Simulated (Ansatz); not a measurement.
Ansatz (a program for electronic structure) input (MP2/LANL2DZ): The .json file is the Basis Set Exchange's LANL2DZ.

Ansatz 0.2 input:
```yaml
crystal:
  periodic: [false, false, false]
  atoms:
    - {symbol: Al, position_ang: [-0.00000000, -0.00000000, -0.73119100]}
    - {symbol: O, position_ang: [0.00000000, 0.00000000, 0.95029600]}
    - {symbol: H, position_ang: [0.00000000, 0.00000000, 1.90311900]}
basis:
  gaussian:
    orbitals: LANL2DZ.json
magnetization: {spin_polarized: false}
correlation: {method: mp2, electrons: outside_noble_gas}
```

Output:

```
Functional definition: HF
integrals: 0.00 GiB planned
278 factors; integrals over basis functions are off by at most 3.4e-4 eV
mean field: 0.04 GiB planned
mean field evaluation 1: about -2103.2995 eV, gradient 3.7e1 eV
mean field evaluation 2: about -2103.3006 eV, gradient 3.7e1 eV
mean field evaluation 4: about -2106.1279 eV, gradient 1.3e0 eV
mean field evaluation 8: about -2106.1417 eV, gradient 8.4e-4 eV
mean field -2106.14165590 eV, -77.3992782602 hartree, gradient 3.7e-6 eV, S^2 0.000000; 0 other end points of the search recorded, 0 dependent functions left out
1 core orbitals not correlated
reference -2106.14165590 eV, -77.3992782602 hartree; 5, 5 occupied and 13, 13 virtual orbitals, 278 factors
second order -4.08327307 eV of doubles, -0.00000000 eV of singles
Total energy: -2110.22492897 eV, -77.5493357777 hartree
```

The geometry given is a B3LYP-D3(BJ)/def2-TZVP minimum.
